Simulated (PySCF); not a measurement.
# C7H10N: g tensor and hyperfine couplings

Species: C7H10N (doublet state).
SMILES with atom numbers: `[CH2:1]=[C:2]([CH3:3])[C:4]1=[N:5][CH:6][CH2:7][CH2:8]1` (hydrogens: H9, H10 on C1; H11, H12, H13 on C3; H14 on C6; H15, H16 on C7; H17, H18 on C8)

Structure used (GFN2-xTB), in Å, numbered top down from 1:
```
atom  x, y, z in Å
C1    -1.7503   -1.4925   -0.2942
C2    -1.3182   -0.2326   -0.0566
C3    -2.2840    0.8856    0.2115
C4     0.0555    0.1013   -0.0492
N5     0.4853    1.3557    0.1844
C6     1.7772    1.3964    0.1358
C7     2.4302    0.0761   -0.1586
C8     1.2124   -0.8473   -0.2917
H9    -2.7990   -1.7317   -0.2961
H10   -1.0705   -2.3022   -0.4907
H11   -2.0827    1.3234    1.1866
H12   -3.3098    0.5287    0.1820
H13   -2.1546    1.6714   -0.5293
H14    2.3141    2.3141    0.2967
H15    3.0267    0.1302   -1.0725
H16    3.1010   -0.2165    0.6528
H17    1.2168   -1.6521    0.4461
H18    1.1411   -1.3017   -1.2820
```

The hyperfine couplings belong to this conformer and change with its torsions.

Method used: UKS B3LYP, pcH-1 on C H N, non-relativistic, mean-field spin-orbit, GIAO (PySCF 2.14.0). The structure is a single GFN2-xTB conformer in the gas phase; no vibrational or solvent corrections. Couplings are sensitive to structure, and on GFN2-xTB geometries they can be far from those on DFT ones. No stability test was run, so a lower SCF solution isn't excluded. ⟨S²⟩ is 0.784 where a pure state has 0.75.

| Item | Value |
| --- | --- |
| g1, g2, g3 | 2.00217, 2.00250, 2.00257 |
| g_iso | 2.00241 |
| Form of g | rhombic: the two nearest values differ by 17 % of g3 − g1 |
| ⟨S²⟩ | 0.7837 (exact 0.7500) |
| α and β electrons | 30, 29 |
| HOMO–LUMO gap, α and β orbitals | 4.48, 4.82 eV |
| Basis functions | 300 |

Hyperfine couplings atom by atom, in mT; T1 to T3 are the principal values of the dipolar part (MHz turned into mT with g_iso):

| atom | isotope | a_iso | T1 | T2 | T3 | Mulliken spin population |
| --- | --- | --- | --- | --- | --- | --- |
| C1 | 13C | 1.23 | -1.18 | -1.12 | 2.30 | 0.45 |
| C2 | 13C | -1.33 | -0.82 | 0.35 | 0.48 | -0.21 |
| C3 | 13C | 0.16 | -0.02 | -0.01 | 0.03 | 0.01 |
| C4 | 13C | 1.98 | -1.63 | -1.59 | 3.22 | 0.52 |
| N5 | 14N | -0.34 | -0.41 | 0.20 | 0.22 | -0.17 |
| C6 | 13C | 1.59 | -1.42 | -1.33 | 2.75 | 0.46 |
| C7 | 13C | -0.46 | -0.03 | 0.01 | 0.02 | -0.04 |
| C8 | 13C | -0.56 | -0.01 | 0.00 | 0.01 | -0.04 |
| H9 | 1H | -0.97 | -0.58 | 0.00 | 0.58 | -0.02 |
| H10 | 1H | -0.92 | -0.47 | -0.03 | 0.50 | -0.02 |
| H11 | 1H | -0.46 | -0.06 | -0.03 | 0.09 | -0.01 |
| H12 | 1H | -0.06 | -0.05 | -0.03 | 0.08 | 0.00 |
| H13 | 1H | -0.46 | -0.06 | -0.03 | 0.09 | -0.01 |
| H14 | 1H | -1.19 | -0.68 | -0.01 | 0.69 | -0.02 |
| H15 | 1H | 1.72 | -0.10 | -0.05 | 0.16 | 0.02 |
| H16 | 1H | 1.73 | -0.10 | -0.05 | 0.16 | 0.02 |
| H17 | 1H | 1.77 | -0.12 | -0.03 | 0.15 | 0.02 |
| H18 | 1H | 1.77 | -0.12 | -0.03 | 0.15 | 0.02 |

The Mulliken spin populations are largest on C4 (+0.52), C6 (+0.46), C1 (+0.45) and C2 (-0.21). Three atoms exceed +0.15. The angles at C4 add up to 360.0°, so it is planar.

C6, the radical centre as drawn in `C=C(C)C1=N[CH]CC1`, holds a spin population of +0.46 out of 1.

Axes: g2 points within 1° of the C6–H14 bond and g3 points within 10° of the C4–C8 bond.

Under fast tumbling the dipolar parts average out, and these isotropic splittings remain (the largest six): 2 × 1H (H17/H18, I = 1/2, 3 lines) with 1.77 mT, 2 × 1H (H15/H16, I = 1/2, 3 lines) with 1.72 mT, 1 × 1H (H14, I = 1/2, 2 lines) with 1.19 mT, 1 × 1H (H9, I = 1/2, 2 lines) with 0.97 mT, 1 × 1H (H10, I = 1/2, 2 lines) with 0.92 mT and 1 × 14N (N5, I = 1, 3 lines) with 0.34 mT.

Means are taken over nuclei equivalent by connectivity, which assumes that they swap fast. The three 1H nuclei of mean -9.2 MHz run from -13.0 to -1.6 MHz in the frozen geometry.

The 13C coupling of C4 (55.6 MHz) shows only in satellite lines or after enrichment, since that isotope makes up about 1.07 % of natural carbon.

The spin density at the nucleus, in bohr⁻³, is negative for C2 (-0.0331), N5 (-0.0298) and C8 (-0.0138), for instance. A restricted open-shell determinant has no negative spin density anywhere; here it arises because α and β orbitals differ (spin polarisation).

Time: 66 s of wall time (grids of density and orbitals included); peak memory 0.97 GiB. Hardware: an Arm Neoverse V2 with one thread, no GPU, shared host.
